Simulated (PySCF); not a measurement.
SbH2Cl, SMILES [Cl][SbH2]. Atoms are numbered in the order given.

```xyz
4

Sb    -0.5674     0.0481     0.0000
H     -0.7275    -1.1488     1.2142
H     -0.7275    -1.1488    -1.2142
Cl     1.7877    -0.0092     0.0000
```
Charge 0, spin multiplicity 1.

Geometry: PBE0-D3(BJ)/def2-TZVP. The def2 effective core potentials stand for the cores of Sb; spin–orbit coupling is left out.

Level of theory: r2SCAN/def2-TZVPD (PySCF).

Isolated molecule, no solvent.

### Question
Estimate the frontier levels, gap, dipole moment and polarisability. (Estimate from the structure and the level; the computed values follow.)

### Answer

* **highest occupied level**: -6.89 eV
* **lowest empty level**: -2.34 eV
* **orbital gap**: 4.55 eV
* **dipole moment**: 2.35 D
* **quadrupole, principal values (traceless, Buckingham form, about the centre of nuclear charge)**: -1.29, -0.19, 1.48 D·Å
* **mean static polarisability**: 58.2 bohr³ (8.63 Å³)
* **polarisability, principal values**: 52.6, 53.0, 69.0 bohr³
